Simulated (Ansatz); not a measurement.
## How methods differ on AlGeNH4O (SMILES [NH2][GeH]1[O][AlH]1)

AlGeNH4O has 8 atoms, charge 0, and is taken as a singlet. SMILES: `[NH2][GeH]1[O][AlH]1`. The shape is that of a PBE0-D4/def2-TZVP optimisation. This is one conformer, not always the lowest.

Quantity: the electronic atomisation energy, in eV. The values are calculated. Electronic energies at fixed atoms, without zero-point motion or spin-orbit coupling.

```json
{"level": "HF/6-31G* (spherical functions)", "kind": "Hartree–Fock", "program": "Ansatz", "value (eV)": "15.62", "less CCSD(T)/6-31G*": "-6.28", "CPU time (all runs)": "3.6 s"}
{"level": "SVWN5/6-31G* (spherical functions)", "kind": "LDA", "program": "Ansatz", "value (eV)": "29.13", "less CCSD(T)/6-31G*": "+7.23", "CPU time (all runs)": "7.3 s"}
{"level": "BLYP/6-31G* (spherical functions)", "kind": "GGA", "program": "Ansatz", "value (eV)": "24.60", "less CCSD(T)/6-31G*": "+2.70", "CPU time (all runs)": "13 s"}
{"level": "revPBE/6-31G* (spherical functions)", "kind": "GGA", "program": "Ansatz", "value (eV)": "24.14", "less CCSD(T)/6-31G*": "+2.24", "CPU time (all runs)": "11 s"}
{"level": "wB97M-V/6-31G* (spherical functions)", "kind": "range-separated hybrid", "program": "Ansatz", "value (eV)": "25.00", "less CCSD(T)/6-31G*": "+3.10", "CPU time (all runs)": "1.9 min"}
{"level": "B2PLYP/6-31G* (spherical functions)", "kind": "double hybrid", "program": "Ansatz", "value (eV)": "23.85", "less CCSD(T)/6-31G*": "+1.95", "CPU time (all runs)": "16 s"}
{"level": "RPA@PBE0/6-31G* (spherical functions)", "kind": "RPA", "program": "Ansatz", "value (eV)": "21.60", "less CCSD(T)/6-31G*": "-0.30", "CPU time (all runs)": "21 s"}
{"level": "MP2/6-31G* (spherical functions)", "kind": "perturbation theory", "program": "Ansatz", "value (eV)": "22.53", "less CCSD(T)/6-31G*": "+0.63", "CPU time (all runs)": "4.4 s"}
{"level": "CCSD(T)/6-31G* (spherical functions)", "kind": "coupled cluster or CI", "program": "Ansatz", "value (eV)": "21.90", "less CCSD(T)/6-31G*": "0.00", "CPU time (all runs)": "21 s"}
```

Differences are taken from CCSD(T)/6-31G* (spherical functions) for orientation; it has basis-set and higher-order errors of its own. All-electron rows without a relativistic Hamiltonian named are non-relativistic. Correlated wave functions underbind in double-zeta sets. The values span 15.62 to 29.13 eV. In the correlated wave-function rows the outer d shell of Ge is correlated, in sets not made for it. Times are those of the runs behind each value, whatever else they computed, on shared processors of several kinds: orders of magnitude only.
